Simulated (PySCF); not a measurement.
CH₈OSi₂.
Cartesian coordinates in Å at the PBE0-D3(BJ)/def2-SVP level; atoms count from 1:
```
atom  x, y, z in Å
C1    -2.2037    0.5951    0.1288
O2    -0.8400    0.6095    0.4497
Si3    0.2008   -0.6442    0.0873
Si4    2.3113    0.0101    0.8542
H5    -2.6589    1.5353    0.4754
H6    -2.7360   -0.2421    0.6177
H7    -2.3720    0.5163   -0.9615
H8     0.2187   -0.9042   -1.3912
H9    -0.2494   -1.9141    0.7492
H10    2.2800    0.2458    2.3298
H11    3.3018   -1.0726    0.5591
H12    2.7492    1.2642    0.1690
```

Linear response at CAM-B3LYP/def2-SVPD (PySCF, frozen core in the response, non-relativistic).

Static isotropic polarisability: 75.94 au (11.25 Å³), principal values 66.9, 69.7, 91.2 au.

(1) What is the polarisability at 1064 nm and at the sodium D line?

(2) What is the isotropic C6 coefficient between two such molecules, C6 = (3/π)∫α(iω)² dω?

(3) Which effective excitation energy ω̄ makes London's formula C6 = (3/4)α²ω̄ exact here?

(4) The lowest 6 singlets have (eV, f): 6.80, 0.022; 6.89, 0.002; 7.57, 0.023; 7.75, 0.004; 7.97, 0.048; 8.01, 0.359. What share of the static polarisability do they carry in the sum over states α = Σ f/ω²?

(5) What molar refraction at the D line follows from R = (4π/3)·N_A·α′, with α′ the polarisability volume?

(6) How anisotropic is the static polarisability, by Δα² = ½[(α1 − α2)² + (α2 − α3)² + (α3 − α1)²]?

(7) What three-body coefficient follows from the one-pole estimate C9 = (3/4)·α·C6?

(8) What n − 1 at the D line would an ideal gas of it have at 273.15 K and 1 atm (2.6868 × 10¹⁹ cm⁻³), by n − 1 = 2π·N·α′?

(9) How many electrons N does the Slater–Kirkwood formula C6 = (3/4)·√N·α^(3/2) need to give this C6?

Results:

(1) 76.73 au at 1064 nm (+1.0 %), 78.59 au at 589.3 nm (+3.5 %). The rise at 589.3 nm is 3.36 times that at 1064 nm; a pure ω² law gives 3.26. The lowest singlet lies at 182 nm, shorter than both wavelengths.

(2) 2018 au (Eh·bohr⁶) by a ten-point quadrature over imaginary frequencies, which is 1210 eV·Å⁶ or 116 J·nm⁶/mol.

(3) ω̄ = 4·C6/(3α²) = 0.467 Eh = 12.7 eV. A one-pole form α(ω) = α/(1 − ω²/ω̄²) fitted to the 1064 nm value gives 11.5 eV.

(4) 5.42 au, 7.1 % of α; the largest term, 4.14 au, is that of the state at 8.01 eV. Their oscillator strengths add up to 0.46. Higher states carry the rest.

(5) α′ = 11.65 Å³ gives R = 29.38 cm³/mol, for isolated, non-vibrating species.

(6) Δα = 23.0 au, or 0.30 of the isotropic value.

(7) 115000 au. This is an estimate from the two numbers above, not a computed integral.

(8) 19.66 × 10⁻⁴, a formal value whether or not that pressure can be reached.

(9) N = (4·C6/3)²/α³ = 16.5; the species has 50 electrons in all.

On one thread of an Arm Neoverse V1, shared host, this took 16 s wall. This is the whole response run at CAM-B3LYP/def2-SVPD, SCF included.

One conformer stands for the species.
